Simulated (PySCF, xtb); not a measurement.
GaF, SMILES [F][Ga] (connectivity only; charge and spin as stated), neutral, multiplicity 1.

GFN2-xTB (xtb) at its own geometry gives an orbital gap of 6.43 eV and a dipole moment of 3.59 D.

Coordinates come from a B3LYP-D3(BJ)/def2-TZVPD optimisation.

Task: What does B3LYP/def2-TZVPD (PySCF) give? (The exact figures need the calculation; the answer reports its results.)

Result: gap 6.07 eV (levels -7.79 and -1.72 eV), dipole 2.50 D.
